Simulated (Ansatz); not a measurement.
Relaxation of K4H5⁻ with RKS PBE0-D4/def2-SVPD.

```sh
$ ansatz run in.yaml --threads 4 --pin off --events-out ev --progress --plain --max-ram 3916MiB
```

```yaml
crystal:
  periodic: [false, false, false]
  atoms:
    - {symbol: K, position_ang: [-0.282190, -3.352580, -0.090060]}
    - {symbol: K, position_ang: [-1.551080, 1.235310, -0.574630]}
    - {symbol: K, position_ang: [-2.885350, -1.472560, 1.512700]}
    - {symbol: K, position_ang: [1.975360, 0.731910, -0.569220]}
    - {symbol: H, position_ang: [4.098710, 1.984200, -0.669430]}
    - {symbol: H, position_ang: [4.343930, 1.247760, -0.566740]}
    - {symbol: H, position_ang: [-3.592230, 0.709050, 0.707120]}
    - {symbol: H, position_ang: [-2.542480, -3.816660, 0.956610]}
    - {symbol: H, position_ang: [0.435350, 2.733560, -0.706360]}
basis:
  gaussian: {orbitals: def2-SVPD}
total_charge: -1
hamiltonian: {xc: pbe0, dispersion: d4}
scf: {lower_state_search: "off"}
output: {orbitals: {seedname: orbitals}}
relax: {f_tol: 0.02, max_steps: 100}
```

Run time 63 s (4 threads of Arm Neoverse V2 on a shared host).

Positions (Å) and forces (eV/Å) at steps 1, 2, 3, 4, 5, 6, 7, 8, 9, 10, 11, 12, 13, 16, 17, 18, 19, 20, 22 of 22:

```xyz
9
step=1 energy=-65351.5730 eV
K    -0.282   -3.353   -0.090    0.237   -0.170   -0.120
K    -1.551    1.235   -0.575   -0.167    0.314   -0.129
K    -2.885   -1.473    1.513   -0.291   -0.053    0.267
K     1.975    0.732   -0.569   -0.450   -0.335    0.029
H     4.099    1.984   -0.669    0.516   -0.565    0.092
H     4.344    1.248   -0.567    0.063    0.847   -0.110
H    -3.592    0.709    0.707   -0.078    0.055    0.005
H    -2.542   -3.817    0.957    0.022   -0.095    0.006
H     0.435    2.734   -0.706    0.148    0.002   -0.040
9
step=2 energy=-65351.8198 eV
K    -0.196   -3.452   -0.135    0.070   -0.055   -0.038
K    -1.639    1.401   -0.635   -0.152    0.191   -0.033
K    -3.038   -1.505    1.633   -0.126   -0.069    0.040
K     1.901    0.624   -0.559   -0.113   -0.202    0.019
H     4.180    2.013   -0.670    0.076    0.187   -0.019
H     4.423    1.301   -0.572    0.171   -0.032    0.007
H    -3.628    0.725    0.716   -0.014   -0.010    0.021
H    -2.498   -3.840    0.950    0.020    0.017    0.034
H     0.496    2.732   -0.729    0.069   -0.028   -0.031
9
step=3 energy=-65351.9123 eV
K    -0.161   -3.480   -0.148    0.016   -0.037   -0.008
K    -1.762    1.551   -0.651    0.002    0.122    0.014
K    -3.142   -1.545    1.658   -0.060   -0.038   -0.029
K     1.915    0.509   -0.553   -0.104   -0.111    0.005
H     4.252    2.062   -0.677   -0.024    0.268   -0.032
H     4.509    1.358   -0.583    0.159   -0.157    0.022
H    -3.674    0.718    0.740    0.001   -0.012    0.014
H    -2.476   -3.843    0.963    0.015    0.025    0.032
H     0.539    2.669   -0.748   -0.005   -0.059   -0.020
9
step=4 energy=-65351.9691 eV
K    -0.141   -3.580   -0.110   -0.005   -0.022    0.017
K    -1.748    1.712   -0.533   -0.033    0.068    0.010
K    -3.240   -1.580    1.527   -0.033   -0.022   -0.014
K     1.880    0.384   -0.579   -0.035   -0.066   -0.016
H     4.243    2.129   -0.689   -0.026    0.131   -0.015
H     4.561    1.445   -0.604    0.083   -0.053    0.008
H    -3.671    0.749    0.749   -0.012    0.006    0.009
H    -2.464   -3.873    1.023    0.015   -0.006    0.004
H     0.579    2.613   -0.785    0.046   -0.036   -0.002
9
step=5 energy=-65352.0104 eV
K    -0.141   -3.680   -0.028    0.001   -0.015    0.016
K    -1.718    1.858   -0.400    0.004    0.020    0.024
K    -3.347   -1.614    1.382   -0.002   -0.004   -0.026
K     1.886    0.242   -0.687   -0.005   -0.067   -0.018
H     4.200    2.224   -0.696   -0.015    0.029   -0.001
H     4.606    1.582   -0.624    0.021    0.024   -0.002
H    -3.694    0.805    0.765    0.018   -0.012   -0.001
H    -2.474   -3.924    1.075   -0.018    0.023    0.004
H     0.682    2.508   -0.787   -0.005    0.002    0.004
9
step=6 energy=-65352.0322 eV
K    -0.146   -3.771    0.052   -0.005   -0.017    0.018
K    -1.658    1.969   -0.267    0.043   -0.016    0.017
K    -3.420   -1.628    1.246    0.021    0.004   -0.023
K     1.889    0.076   -0.789    0.002   -0.022   -0.015
H     4.109    2.310   -0.693    0.300   -0.361    0.029
H     4.629    1.733   -0.647   -0.333    0.392   -0.032
H    -3.674    0.843    0.769    0.030   -0.011   -0.006
H    -2.505   -3.943    1.112   -0.030    0.032   -0.002
H     0.776    2.412   -0.783   -0.028   -0.001    0.014
9
step=7 energy=-65352.0471 eV
K    -0.178   -3.861    0.102   -0.011   -0.005    0.017
K    -1.574    2.010   -0.200    0.053   -0.030    0.012
K    -3.444   -1.624    1.178    0.031    0.010   -0.020
K     1.910   -0.033   -0.841    0.001   -0.002   -0.007
H     4.012    2.387   -0.696    0.350   -0.381    0.025
H     4.586    1.858   -0.661   -0.397    0.394   -0.027
H    -3.614    0.867    0.767    0.030   -0.009   -0.007
H    -2.564   -3.956    1.125   -0.022    0.033   -0.008
H     0.866    2.352   -0.774   -0.035   -0.009    0.016
9
step=8 energy=-65352.0707 eV
K    -0.222   -3.938    0.152   -0.019   -0.007    0.012
K    -1.448    1.996   -0.143    0.043   -0.007    0.003
K    -3.415   -1.581    1.115    0.003    0.007   -0.004
K     1.966   -0.180   -0.874   -0.002    0.032    0.004
H     3.850    2.483   -0.709    0.190   -0.251    0.021
H     4.462    2.008   -0.671   -0.236    0.239   -0.022
H    -3.508    0.901    0.768   -0.002    0.005    0.000
H    -2.648   -3.931    1.102    0.011   -0.006   -0.010
H     0.962    2.242   -0.739    0.012   -0.013   -0.002
9
step=9 energy=-65352.0869 eV
K    -0.265   -4.059    0.193   -0.020    0.032    0.011
K    -1.274    1.992   -0.064   -0.059   -0.015    0.016
K    -3.437   -1.553    1.071    0.036   -0.005   -0.013
K     2.012   -0.260   -0.854    0.018    0.003   -0.005
H     3.661    2.520   -0.699    0.268   -0.242   -0.014
H     4.355    2.167   -0.704   -0.307    0.217    0.007
H    -3.416    0.949    0.762    0.014   -0.012    0.002
H    -2.708   -3.936    1.073   -0.006    0.023   -0.008
H     1.071    2.180   -0.779    0.055    0.000    0.004
9
step=10 energy=-65352.0751 eV rejected
K    -0.322   -3.978    0.239    0.037   -0.042   -0.009
K    -1.233    1.995   -0.009    0.085   -0.029   -0.026
K    -3.342   -1.536    0.997   -0.042    0.032    0.013
K     2.127   -0.359   -0.847   -0.026    0.018    0.008
H     3.476    2.462   -0.722    1.072   -0.230   -0.012
H     4.281    2.326   -0.722   -1.124    0.211    0.004
H    -3.377    0.965    0.791    0.014    0.015   -0.009
H    -2.778   -3.942    1.035    0.004   -0.003   -0.002
H     1.167    2.066   -0.762   -0.021    0.028    0.033
9
step=11 energy=-65352.1008 eV
K    -0.280   -4.023    0.216    0.000    0.010    0.000
K    -1.258    1.970   -0.053    0.029    0.001   -0.007
K    -3.395   -1.540    1.042   -0.002    0.002    0.000
K     2.057   -0.279   -0.851    0.007    0.005    0.002
H     3.579    2.481   -0.718   -0.194   -0.012   -0.005
H     4.292    2.206   -0.709    0.169   -0.010    0.000
H    -3.392    0.950    0.771   -0.003    0.006    0.000
H    -2.729   -3.924    1.051    0.003   -0.005   -0.003
H     1.127    2.159   -0.749   -0.009    0.003    0.012
9
step=12 energy=-65352.1084 eV
K    -0.279   -4.017    0.228    0.001    0.006   -0.004
K    -1.210    1.961   -0.043    0.033    0.002   -0.007
K    -3.393   -1.526    1.027   -0.003    0.001    0.000
K     2.087   -0.311   -0.840    0.013    0.007    0.004
H     3.483    2.455   -0.730   -0.044   -0.063    0.003
H     4.226    2.248   -0.720    0.031    0.042   -0.007
H    -3.359    0.965    0.770   -0.006    0.005    0.000
H    -2.736   -3.911    1.029    0.000   -0.004    0.001
H     1.181    2.136   -0.722   -0.025    0.004    0.009
9
step=13 energy=-65352.1146 eV
K    -0.276   -3.974    0.217    0.012    0.006   -0.004
K    -1.160    1.932   -0.032    0.004   -0.007    0.000
K    -3.404   -1.513    1.020   -0.008    0.007    0.000
K     2.189   -0.289   -0.816   -0.009   -0.028    0.008
H     3.366    2.361   -0.737    0.039    0.008    0.001
H     4.138    2.272   -0.758   -0.039    0.009   -0.005
H    -3.346    0.981    0.750   -0.003   -0.007    0.003
H    -2.732   -3.897    1.023   -0.002    0.007   -0.002
H     1.225    2.128   -0.666    0.006    0.006    0.000
9
step=16 energy=-65352.1205 eV
K    -0.341   -3.866    0.240    0.018    0.014   -0.009
K    -1.079    1.681    0.017    0.023   -0.007   -0.001
K    -3.671   -1.547    1.069    0.002    0.023   -0.006
K     2.387   -0.315   -0.724   -0.017    0.004    0.008
H     3.404    2.467   -0.829    0.045    0.001    0.005
H     4.179    2.449   -0.899   -0.048    0.000   -0.005
H    -3.364    0.921    0.767   -0.009   -0.028    0.003
H    -2.824   -3.859    0.946   -0.009    0.008    0.006
H     1.309    2.071   -0.588   -0.005   -0.016    0.000
9
step=17 energy=-65352.1211 eV
K    -0.385   -3.754    0.246    0.022   -0.008   -0.007
K    -1.024    1.514    0.058    0.011    0.003    0.001
K    -3.821   -1.571    1.086   -0.001    0.032   -0.008
K     2.502   -0.318   -0.669   -0.020    0.014    0.005
H     3.432    2.524   -0.878    0.089   -0.002   -0.007
H     4.203    2.540   -0.989   -0.099   -0.005    0.009
H    -3.378    0.867    0.767    0.005   -0.027    0.001
H    -2.881   -3.836    0.918   -0.003    0.010    0.004
H     1.353    2.034   -0.538   -0.004   -0.018    0.002
9
step=18 energy=-65352.1221 eV
K    -0.352   -3.797    0.235    0.002    0.003    0.001
K    -1.040    1.576    0.055   -0.005   -0.003    0.003
K    -3.775   -1.553    1.067    0.001    0.002   -0.002
K     2.440   -0.327   -0.683   -0.002    0.009    0.000
H     3.427    2.503   -0.856   -0.189   -0.006    0.023
H     4.189    2.505   -0.964    0.188    0.001   -0.026
H    -3.375    0.881    0.764    0.008    0.000   -0.002
H    -2.847   -3.826    0.936    0.001    0.003    0.000
H     1.333    2.037   -0.554   -0.004   -0.009    0.005
9
step=19 energy=-65352.1228 eV
K    -0.346   -3.786    0.236    0.000    0.000    0.001
K    -1.038    1.568    0.061   -0.001   -0.003    0.003
K    -3.784   -1.550    1.061    0.000   -0.002   -0.002
K     2.450   -0.333   -0.678   -0.002    0.011    0.001
H     3.416    2.501   -0.867   -0.015   -0.005    0.010
H     4.185    2.509   -0.971    0.011   -0.001   -0.009
H    -3.377    0.882    0.764    0.007    0.002   -0.003
H    -2.844   -3.818    0.931    0.000    0.003    0.000
H     1.338    2.027   -0.537    0.000   -0.005   -0.001
9
step=20 energy=-65352.1228 eV
K    -0.348   -3.786    0.241    0.001    0.001    0.000
K    -1.032    1.560    0.072    0.000    0.000    0.001
K    -3.790   -1.550    1.053    0.000    0.003   -0.001
K     2.456   -0.328   -0.673   -0.001    0.006    0.000
H     3.415    2.503   -0.859    0.050   -0.005   -0.022
H     4.181    2.511   -0.991   -0.057   -0.001    0.017
H    -3.371    0.881    0.761   -0.001   -0.003    0.000
H    -2.847   -3.816    0.928    0.001    0.000   -0.001
H     1.338    2.025   -0.533    0.007   -0.002    0.005
9
step=22 energy=-65352.1232 eV
K    -0.337   -3.773    0.249    0.000   -0.002    0.000
K    -1.026    1.554    0.097    0.000    0.005    0.000
K    -3.793   -1.548    1.030   -0.004   -0.002    0.001
K     2.460   -0.318   -0.657    0.004   -0.002    0.001
H     3.402    2.488   -0.882   -0.017    0.001    0.008
H     4.167    2.495   -1.010    0.016   -0.002   -0.008
H    -3.375    0.883    0.758    0.000    0.001    0.000
H    -2.841   -3.809    0.918    0.001   -0.002   -0.001
H     1.344    2.028   -0.502    0.001    0.003   -0.001
```

The restricted singlet is unstable towards broken spin symmetry in Hartree–Fock (as tested in another run); at PBE0-D4/def2-SVPD this wasn't settled. The highest occupied level of the charge -1 singlet lies above zero (up to 0.27 eV). The electron is either unbound and held by the finite basis, or the level is raised by self-interaction error. In the singlet, H5 and H6 lie 0.78 Å apart (atoms count from 1), so H2 has formed as a molecule. Another isomer (singlet) lies 0.52 eV lower at PBE0-D4/def2-TZVPD; other spin states weren't run for this one.
